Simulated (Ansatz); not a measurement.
A run for Ansatz (a first-principles code): R-B3LYP/def2-TZVPPD on HBr (SMILES Br) with ghost functions, monomers drawn apart or pushed together. Files ending in .json are basis or fitting sets from the Basis Set Exchange.

Ansatz 0.2 input:
```yaml
crystal:
  periodic: [false, false, false]
  atoms:
    - {symbol: Br, position_ang: [-0.06069024, 0.87217403, 3.53936575]}
    - {symbol: H, position_ang: [-0.23257025, 0.76070801, 2.12416290]}
basis:
  gaussian:
    orbitals: def2-TZVPPD.json
    ghost_atoms:
      - {symbol: F, position_ang: [-0.36218514, 0.13536947, 0.36942273]}
      - {symbol: H, position_ang: [-0.22032105, -0.77429421, 0.26519966]}
hamiltonian:
  xc: {name: B3LYP}
scf: {lower_state_search: off}
```

Question: Give the final energy of this run.

Answer: -2574.7906 hartree.
